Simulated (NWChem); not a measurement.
System: PbBr2, singlet; SMILES [Br][Pb][Br]

Results from NWChem. Low-valent species are run as closed-shell singlets; no triplet was tried in these runs. Geometry: optimised at PBE0/def2-SVP. No frequency run checked for a minimum. def2 effective core potentials on Pb; no spin-orbit coupling. Ions are spin-unrestricted doublets at the neutral geometry; other ion states weren't tried.

For level B3LYP/def2-SVP:

```
Quantity       Result
-------------  ------
−ε(HOMO) (eV)    7.41
```

What are these values for level PBE/def2-SVP?

The −ε(HOMO) (eV) comes out as 6.53.
